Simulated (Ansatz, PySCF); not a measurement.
Potential energy curve for SiH (cation, charge +1), singlet.

UHF/aug-cc-pVDZ (Ansatz, a quantum-chemistry and plane-wave program); RHF/aug-cc-pVDZ (Ansatz); UKS-CAM-B3LYP = unrestricted CAM-B3LYP/aug-cc-pVDZ (Ansatz); RKS-CAM-B3LYP = restricted CAM-B3LYP/aug-cc-pVDZ (Ansatz); UKS-B3LYP = unrestricted B3LYP/aug-cc-pVDZ (Ansatz); RKS-B3LYP = Ansatz with restricted B3LYP/aug-cc-pVDZ; UKS-PBE = Ansatz with unrestricted PBE/aug-cc-pVDZ; RKS-PBE = Ansatz with restricted PBE/aug-cc-pVDZ; UKS-B3LYP/6-31G* = unrestricted B3LYP/6-31G*, spherical d run with PySCF; RKS-B3LYP/6-31G* = restricted B3LYP/6-31G*, spherical d in PySCF; UKS-B3LYP/3-21G = PySCF 2.14.0 with unrestricted B3LYP/3-21G; RKS-B3LYP/3-21G = restricted B3LYP/3-21G run with PySCF.

Scanned distances (Å): 1.23, 1.28, 1.39, 1.42, 1.46, 1.52, 1.57, 1.63, 1.64, 1.80, 1.85, 2.03, 2.28, 2.53, 2.72, 3.06, 3.32, 3.77, 4.14, 4.54, 5.32, 6.07.

Task: Where does the unrestricted solution first break spin symmetry (<S²> of 0.01 or more)?

Result: UHF: already at 1.23 Å; UKS-CAM-B3LYP: between 2.03 and 2.28 Å; UKS-B3LYP: between 2.28 and 2.53 Å; UKS-PBE: between 2.28 and 2.53 Å; UKS-B3LYP/6-31G*: between 2.28 and 2.53 Å; UKS-B3LYP/3-21G: between 2.28 and 2.53 Å.

| R / Å | <S²> UHF | E(RHF) − E(UHF) / kJ/mol | <S²> UKS-CAM-B3LYP | E(RKS-CAM-B3LYP) − E(UKS-CAM-B3LYP) / kJ/mol | <S²> UKS-B3LYP | E(RKS-B3LYP) − E(UKS-B3LYP) / kJ/mol | <S²> UKS-PBE | E(RKS-PBE) − E(UKS-PBE) / kJ/mol | <S²> UKS-B3LYP/6-31G* | E(RKS-B3LYP/6-31G*) − E(UKS-B3LYP/6-31G*) / kJ/mol | <S²> UKS-B3LYP/3-21G | E(RKS-B3LYP/3-21G) − E(UKS-B3LYP/3-21G) / kJ/mol |
|---|---|---|---|---|---|---|---|---|---|---|---|---|
| 1.23 | 0.14 | 1.2 | 0.00 | 0.0 | 0.00 | 0.0 | 0.00 | 0.0 | 0.00 | 0.0 | 0.00 | 0.0 |
| 1.28 | 0.12 | 0.9 | 0.00 | 0.0 | 0.00 | 0.0 | 0.00 | 0.0 | 0.00 | 0.0 | 0.00 | 0.0 |
| 1.39 | 0.09 | 0.4 | 0.00 | 0.0 | 0.00 | 0.0 | 0.00 | 0.0 | 0.00 | 0.0 | 0.00 | 0.0 |
| 1.42 | 0.08 | 0.3 | 0.00 | 0.0 | 0.00 | 0.0 | 0.00 | 0.0 | 0.00 | 0.0 | 0.00 | 0.0 |
| 1.46 | 0.07 | 0.2 | 0.00 | 0.0 | 0.00 | 0.0 | 0.00 | 0.0 | 0.00 | 0.0 | 0.00 | 0.0 |
| 1.52 | 0.05 | 0.1 | 0.00 | 0.0 | 0.00 | 0.0 | 0.00 | 0.0 | 0.00 | 0.0 | 0.00 | 0.0 |
| 1.57 | 0.04 | 0.1 | 0.00 | 0.0 | 0.00 | 0.0 | 0.00 | 0.0 | 0.00 | 0.0 | 0.00 | 0.0 |
| 1.63 | 0.02 | 0.0 | 0.00 | 0.0 | 0.00 | 0.0 | 0.00 | 0.0 | 0.00 | 0.0 | 0.00 | 0.0 |
| 1.64 | 0.02 | 0.0 | 0.00 | 0.0 | 0.00 | 0.0 | 0.00 | 0.0 | 0.00 | 0.0 | 0.00 | 0.0 |
| 1.80 | 0.00 | 0.0 | 0.00 | 0.0 | 0.00 | 0.0 | 0.00 | 0.0 | 0.00 | 0.0 | 0.00 | 0.0 |
| 1.85 | 0.00 | 0.0 | 0.00 | 0.0 | 0.00 | 0.0 | 0.00 | 0.0 | 0.00 | 0.0 | 0.00 | 0.0 |
| 2.03 | 0.05 | 0.1 | 0.00 | 0.0 | 0.00 | 0.0 | 0.00 | 0.0 | 0.00 | 0.0 | 0.00 | 0.0 |
| 2.28 | 0.55 | 32.0 | 0.02 | 0.0 | 0.00 | 0.0 | 0.00 | 0.0 | 0.00 | 0.0 | 0.00 | 0.0 |
| 2.53 | 0.78 | 90.7 | 0.44 | 15.6 | 0.28 | 5.0 | 0.01 | 0.0 | 0.30 | 5.8 | 0.28 | 5.1 |
| 2.72 | 0.87 | 138.8 | 0.65 | 39.6 | 0.54 | 20.2 | 0.45 | 7.6 | 0.54 | 21.5 | 0.53 | 20.1 |
| 3.06 | 0.96 | 218.8 | 0.85 | 89.6 | 0.80 | 57.3 | 0.86 | 39.3 | 0.80 | 59.0 | 0.78 | 56.7 |
| 3.32 | 1.01 | 271.5 | 0.92 | 125.5 | 0.91 | 85.0 | 1.00 | 65.2 | 0.91 | 86.9 | 0.89 | 84.2 |
| 3.77 | 1.01 | 342.5 | 0.98 | 175.9 | 1.00 | 122.8 | 1.00 | 98.3 | 0.99 | 125.0 | 0.99 | 122.0 |
| 4.14 | 1.01 | 384.9 | 1.00 | 206.2 | 1.00 | 143.8 | 1.00 | 114.8 | 1.00 | 146.1 | 1.00 | 142.8 |
| 4.54 | 1.01 | 418.5 | 1.00 | 229.8 | 1.00 | 158.4 | 1.00 | 125.4 | 1.00 | 160.6 | 1.00 | 157.2 |
| 5.32 | 1.01 | 459.3 | 1.00 | 257.0 | 1.00 | 172.2 | 1.00 | 134.5 | 1.00 | 173.9 | 1.00 | 170.4 |
| 6.07 | 1.01 | 480.3 | 1.00 | 270.0 | 1.00 | 176.5 | 1.00 | 137.1 | 1.00 | 177.8 | 1.00 | 174.1 |
